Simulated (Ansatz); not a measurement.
C₂H₇ClO₂SZr, SMILES `C[O][Zr]([OH])([Cl])[S]C` at its PBE0-D4/def2-TZVP geometry, where that method's forces vanish. The species carries charge 0 and has multiplicity 1. Zr: def2 effective core potential.

```xyz
14

C     0.1245    0.3699    2.3616
O    -0.4092    0.2815    1.0802
Zr   -1.0736    0.2645   -0.6957
O    -2.2484    1.7236   -1.0371
Cl   -2.1334   -1.8344   -1.0611
S     0.8255    0.5019   -2.1910
C     1.6099   -1.0002   -1.5117
H     0.0018   -0.5820    2.8873
H     1.1917    0.6089    2.3129
H    -0.3825    1.1527    2.9343
H    -2.8422    2.4640   -0.9478
H     2.5714   -0.7367   -1.0732
H     1.0110   -1.4968   -0.7392
H     1.7535   -1.7167   -2.3193
```

(1) What forces (eV/Å) does r2SCAN-D4/def2-TZVPP give on these atoms in Ansatz? (Best estimate.)

Results:

(1) Ansatz gave: 
```
C1   0.109  0.020  0.275
O2  -0.024 -0.012 -0.040
Zr3  0.013 -0.089 -0.092
O4  -0.088  0.121 -0.064
Cl5 -0.066 -0.114 -0.017
S6   0.025  0.164 -0.141
C7   0.085 -0.140  0.057
H8   0.003  0.014 -0.004
H9  -0.012 -0.003  0.004
H10  0.009 -0.010 -0.003
H11 -0.031  0.036  0.020
H12 -0.014 -0.011 -0.006
H13 -0.009  0.016 -0.006
H14  0.000  0.007  0.018
```
